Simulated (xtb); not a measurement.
C$_{2}$H$_{9}$GaN (SMILES [CH3][Ga+]([CH3])<-[NH3]), charge +1, singlet, at a GFN2-xTB geometry (such geometries of metal compounds can be far from the true shape). Base run: GFN0-xTB (xtb 6.7.1).

Geometry (Å):
```xyz
13

Ga     0.0123     0.2709     0.0732
C      1.5622     0.9124    -1.0814
H      2.4809     0.4100    -0.7677
H      1.6914     1.9923    -0.9768
H      1.3552     0.6733    -2.1280
C     -1.5119     0.3624     1.4206
H     -2.4286    -0.0083     0.9541
H     -1.6661     1.3926     1.7501
H     -1.2686    -0.2575     2.2874
N     -0.0788    -1.9123    -0.5116
H     -0.7798    -2.0868    -1.2348
H     -0.3244    -2.5167     0.2754
H      0.8087    -2.2582    -0.8822
```
Charge +1, spin multiplicity 1.
All else is at xtb's defaults.
Base energy -11.66449 Eh.

The base run was repeated with changes; each row names its change, and settings that it needs were set with it.

```tsv
change	ΔE vs base (mEh)	HOMO-LUMO gap (eV)
base	0.000	3.47
etemp = 3000	-0.047	3.47
etemp = 1000	0.000	3.47
etemp = 10	0.000	3.47
acc = 0.0001	0.000	3.47
acc = 30	0.000	3.47
acc = 1000	0.000	3.47
```
